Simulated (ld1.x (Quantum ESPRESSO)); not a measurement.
## antimony (Sb), PAW: configuration errors across variants

* Element: Sb
* Generator: ld1.x (Quantum ESPRESSO) 7.5
* Type: PAW
* Functional: PBE
* Relativity: scalar-relativistic
* Frozen core: [Kr] 4d10
* Valence charge: 5
* Reference configuration: 5s2 5p3
* Partial waves: 5s (bound): rcut 1.60, rcutus 1.85 bohr; 5s channel at 0.8 Ry: rcut 1.60, rcutus 1.85 bohr; 5p (bound): rcut 1.70, rcutus 2.30 bohr; 5p channel at 2.3 Ry: rcut 1.70, rcutus 2.30 bohr
* Local potential: all-electron potential smoothed inside 1.55 bohr (lloc = -1)
* Core correction: Bessel-smoothed model core inside 1.00 bohr
* Augmentation charge: PSQ, radius 1.80 bohr

All-electron excitation energies from the reference (eV): (1) 5s2 5p2 8.317; (2) 5s2 5p1 24.285; (3) 5s2 5p0 48.698; (4) 5s1 5p3 17.049; (5) 5s1 5p4 8.112; (6) 5s0 5p5 16.431; (7) 5s2 5p2.5 3.262.

2 further variants failed, have other tests or too few solved ones, and are left out.

A true bound ghost makes a file unfit for plane-wave use even where its test errors are small: the radial tests pick states by their node count and pass the ghost by.

Errors AE − PS in meV (a dash: test not solved or not reliable):

| change | (1) | (2) | (3) | (4) | (5) | (6) | (7) | bound ghosts |
| --- | --- | --- | --- | --- | --- | --- | --- | --- |
| base | -7.8 | -52 | -193 | -33 | -12 | -44 | -1.7 | s, d |
| wave 5s channel at 0.8 Ry: rcut 1.60, rcutus 1.85 bohr becomes 5s channel at -0.02 Ry: rcut 1.60, rcutus 1.85 bohr | -7.8 | -52 | -193 | -33 | -12 | -44 | -1.7 | s, d |
| local potential all-electron potential smoothed inside 1.80 bohr (lloc = -2) | -7.8 | -52 | -192 | -33 | -12 | -44 | -1.7 | none |
| waves 5s (bound): rcut 1.60, rcutus 2.60 bohr; 5s channel at 0.8 Ry: rcut 1.60, rcutus 2.60 bohr | -7.9 | -53 | -198 | -33 | -11 | -44 | -1.7 | s, d |
| local potential all-electron potential smoothed inside 2.16 bohr (lloc = -1) | -7.8 | -52 | -192 | -33 | -12 | -44 | -1.7 | none |
| waves 5p (bound): rcut 1.70, rcutus 2.14 bohr; 5p channel at 2.3 Ry: rcut 1.70, rcutus 2.14 bohr | -7.8 | -52 | -193 | -33 | -12 | -44 | -1.7 | s, d |

Problem. Give the same row for: type TM; waves now 5p (bound): rc 2.30 bohr; 5s (bound): rc 1.85 bohr; local potential the s channel.

Solution. -5.6, -37, -140, -27, -13, -51, -1.3; bound ghosts: none.
